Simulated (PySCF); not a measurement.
C2H12OSi3, SMILES CO[Si](C)([SiH3])[SiH3], GFN2-xTB optimised geometry. Atoms within 1.6 Å of the plane z = 0.0 Å (x, y, z in Å): Si5 (0.91, 1.43, 0.00), H10 (-2.38, -0.13, 0.71), H13 (0.51, 2.84, 0.00), H14 (0.51, 0.90, -1.31), H15 (2.38, 1.43, 0.00), H18 (0.36, -2.84, 0.46).

Computed with PBE0/def2-SVP run with PySCF 2.14.0. Cells within 0.4 Å of a nucleus heavier than hydrogen are left out (blank, or x).

Map of the deformation density (molecule minus spherical neutral atoms) (e/bohr³) on the plane z = 0.0 Å:

```
|1111111111111111111111111111111|
|1111111111111111111111111111111|
|1111111111111111111111111111111|
|1111111111111111111111111111111|
|1111111111111111111111111111111|
|1111111111111111011111111111111|
|1111111111111111342111111111111|
|1111111111111112795111111111111|
|1111111111111113684111111111111|
|1111111111111001331023211111111|
|11111111111110000xx048610111111|
|11111111111100000xx059920111111|
|1111111111110000100035411111111|
|1111111110000001110011111111111|
|1111111000000001110001111111111|
|1111110000000000100001111111111|
|1111110000000000000011111111111|
|1111111000111000001111111111111|
|1111111111111111111111111111111|
|1111111111111111111111111111111|
|1111111111111111111111111111111|
|1111111111111111111111111111111|
|1111111111111111111111111111111|
|1111111111111111111111111111111|
|1111111111111111111111111111111|
|1111111111111111011111111111111|
|1111111111111111111111111111111|
|1111111111111111111111111111111|
|1111111111111111111111111111111|
|1111111111111111111111111111111|
|1111111111111111111111111111111|
```
Scale: ten equal steps from -0.011 (start of '0') to 0.069 (end of '9'), in the order '0123456789'; x runs from -5.00 to 5.00, y from -5.00 (bottom) to 5.00 (top).
